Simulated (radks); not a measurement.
Values are calculated unless marked as measured or tabulated.
Problem. Excited configurations of Ar2+: one electron is placed in a higher orbital outside [Ne] 3s2 3p3. The ground configuration is [Ne] 3s2 3p4. Code: a radial shooting solver on a logarithmic mesh with Libxc functionals. Model: non-relativistic Kohn-Sham, TPSS, spin-polarised, spherical densities, point nucleus; open shells are filled with parallel spins first; meta-GGA in the generalised Kohn-Sham scheme. Excitation = E - E(ground); binding = E(ion) - E, where the ion is the core of charge +3; n* = 3/sqrt(2 binding) in atomic units, and the quantum defect is n - n*.

| outer orbital | excitation (eV) | binding (eV) | n* | quantum defect | eigenvalue (eV) | <r> (bohr) |
|---|---|---|---|---|---|---|
| 3d | 17.494 | 22.909 | 2.312 | 0.688 | -17.120 | 1.855 |
| 4f | 32.406 | 7.997 | 3.913 | 0.087 | -6.431 | 5.702 |

Estimate the row for 4p.

Solution. excitation (eV) 25.010; binding (eV) 15.394; n* 2.820; quantum defect 1.180; eigenvalue (eV) -13.041; <r> (bohr) 3.830. The Delta-SCF ionisation energy is 40.404 eV (NIST Atomic Spectra Database: 40.74 eV, semi-empirical). Self-interaction in the functional shifts the binding energies and quantum defects, so they are the method's values and not measured ones. Open shells are spherical and high-spin; term and fine-structure splittings are not resolved.
